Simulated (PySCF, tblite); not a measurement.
What does the GFN2-xTB structure of `C=C[P+]1(C)N(C)C=CN1C` look like in three dimensions? (Charge +1.)

```
atom  x, y, z in Å
C1     2.567    1.449    0.011
C2     1.519    0.939    0.640
P3     0.156    0.068   -0.173
C4     0.448    0.005   -1.977
N5    -0.149   -1.408    0.496
C6     0.774   -2.523    0.563
C7    -1.464   -1.464    1.012
C8    -2.112   -0.314    0.867
N9    -1.322    0.673    0.235
C10   -1.790    2.022   -0.009
H11    3.351    1.958    0.549
H12    2.693    1.384   -1.058
H13    1.403    1.010    1.716
H14    0.507    1.012   -2.387
H15    1.373   -0.527   -2.194
H16   -0.387   -0.523   -2.440
H17    1.767   -2.184    0.267
H18    0.463   -3.332   -0.102
H19    0.828   -2.909    1.582
H20   -1.810   -2.375    1.456
H21   -3.112   -0.069    1.165
H22   -2.199    2.453    0.906
H23   -0.953    2.638   -0.338
H24   -2.564    2.037   -0.779
```

Orientation and origin are arbitrary. Atoms count from 1 in this order. Of the pairs four or more bonds apart, C4···H12 is among the closest relative to their van der Waals radii: 2.79 Å, 96 % of the sum of Bondi's values. The 5-membered ring P3–N5–C7–C8–N9 has internal angles of 93.5° to 112.4° (sum 540°, against 540° for a flat polygon); it is almost planar, 0.01 Å rms from its mean plane, widest ring torsion 2°. The C–N distances run from 1.414 Å (N5–C7, drawn single) to 1.449 Å (N5–C6, drawn single), a spread of 0.035 Å. N5 (nitrogen bonded to 2 C and P) is planar (angles 126.1°, 123.0° and 110.8°, sum 360.0°, 0.00 Å off the plane of its three neighbours).

Bonds between heavy atoms (Å): C1=C2 1.325, C2–P3 1.811, P3–C4 1.828, P3–N5 1.649, N5–C6 1.449, N5–C7 1.414, C7=C8 1.328, C8–N9 1.414, N9–C10 1.449, P3–N9 1.649.

The geometry is computed with GFN2-xTB (gas phase).

Point group: Cs (tolerance 0.08 Å). Its GFN2-xTB frequencies are all real (lowest 28 cm⁻¹). Torsions: C1–C2–P3–C4 0°. 2 starts were optimised and ended at 0.00 and 0.08 kcal/mol (GFN2-xTB); the lowest of these is shown.

One conformer stands for the species.
